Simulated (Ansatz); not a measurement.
The first iterations of a band of ClGaH₄S (7 atoms, charge 0, multiplicity 1).

Computed with RHF/def2-SVP in Ansatz 0.2.0.

| Property | Result |
| --- | --- |
| movable images | 4 |
| climbing image | no |
| spring | 5.0 eV/Å² |
| optimiser | quadratic models (default) |
| start path | through a guess of the saddle point |
| force threshold | 0.03 eV/Å |
| iteration limit | 60 |
| end points | relaxed |

Initial state:

```xyz
7
Properties=species:S:1:pos:R:3
Ga 0.019 0.085 0.024
Cl -0.426 0.591 2.121
H 1.515 0.271 -0.391
H -1.231 0.027 -0.916
S 0.154 -2.680 0.471
H -1.120 -2.850 0.833
H 0.611 -2.592 1.723
```

Final state:

```xyz
7
Properties=species:S:1:pos:R:3
Ga 0.062 -0.523 -0.443
Cl 0.046 0.019 2.788
H 1.432 0.205 -0.620
H -1.359 0.070 -0.717
S 0.198 -2.708 0.048
H -1.112 -2.972 0.046
H 0.256 -1.239 2.763
```

| iteration | highest image above the first end (eV) | largest band force component (eV/Å) |
| --- | --- | --- |
| 1 | 2.206 | 9.054 |
| 2 | 1.308 | 3.190 |
| 3 | 1.279 | 1.146 |
| 4 | 1.295 | 1.212 |
| 5 | 1.256 | 0.351 |
| 6 | 1.223 | 0.267 |

Problem. Does the band converge within its limit, and where does its top end?

Solution. The run converged. It ended after 18 iterations with the highest image 1.037 eV above the first end. No image climbed, so the highest image needn't sit at the top of the path. The orbitals stay closed-shell, which can raise the energy where a bond breaks towards radicals; this wasn't checked here.

Time of the run: 2.3 min on 1 thread of Arm Neoverse V1 (shared host), peak memory 0.18 GiB.
